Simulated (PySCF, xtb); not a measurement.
Si(H)2(Me)(vinyl) (C3H8Si), SMILES C=C[SiH2]C. Other conformers were not sampled.

Harmonic wavenumbers (cm⁻¹) from xtb with GFN2-xTB at its own minimum, in rising order: 42, 123, 163, 294, 442, 497, 584, 680, 695, 761, 782, 827, 843, 920, 1009, 1030, 1278, 1373, 1424, 1490, 1493, 1671, 2195, 2223, 3017, 3034, 3036, 3043, 3067, 3098.

Q: What does PBE-D3(BJ)/def2-SVP (PySCF 2.14.0) give at its own minimum? (Estimate from the structure and the level; the computed values follow.)

A: 78, 157, 184, 277, 463, 491, 609, 680, 712, 737, 855, 873, 908, 941, 980, 1006, 1213, 1232, 1371, 1384, 1386, 1621, 2138, 2149, 2977, 3043, 3056, 3077, 3081, 3137. Paired by order, the mean absolute difference is 42 cm⁻¹ and the zero-point energies are 58.8 and 58.3 kcal/mol.
